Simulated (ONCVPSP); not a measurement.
Ranking ONCV potentials for Be (Z = 4)

All share these settings but for the change named:

ONCVPSP 4.0.1 input, shortened (lines: element, Z, core and valence counts, functional; n l f; lmax; l rc ep ncon nbas qcut; lloc lpopt rc5 dvloc0; l nproj debl; icmod fcfact rcfact), PBE, scalar-relativistic:

```
  Be 4.00    0    2        4      upf
    1    0    2.00
    2    0    2.00
    2
    0    0.75    0.00    3    6   16.20
    1    0.70    0.10    5   10   13.00
    2    0.65    0.40    4    9   14.30
    2    5    0.65    0.00
    0    2    0.70
    1    2    4.00
    2    0    1.40
    0    0.00    0.00
```

Cutoff: the first of the cutoffs (Ha) at which the residual kinetic energy of the hardest occupied pseudo-wave falls to 1 and 0.1 mHa per electron; the density cutoff is not measured.

The base gives 92 Ha.

Of 5 variants that were run, those that failed, showed a ghost or another fault, or gave nearly equal values are left out.

A variant can come out equal or close to the base.

**Question.** Rank these variants from softest to hardest (loose cutoff).
A. all radii scaled by about 1.32 (s 1.00, p 0.92, d 0.86 bohr)
B. all radii scaled by about 0.80 (s 0.60, p 0.56, d 0.52 bohr)
C. all radii scaled by about 1.09 (s 0.82, p 0.76, d 0.70 bohr)

**Answer.** A (68 Ha), C (87 Ha), B (110 Ha).
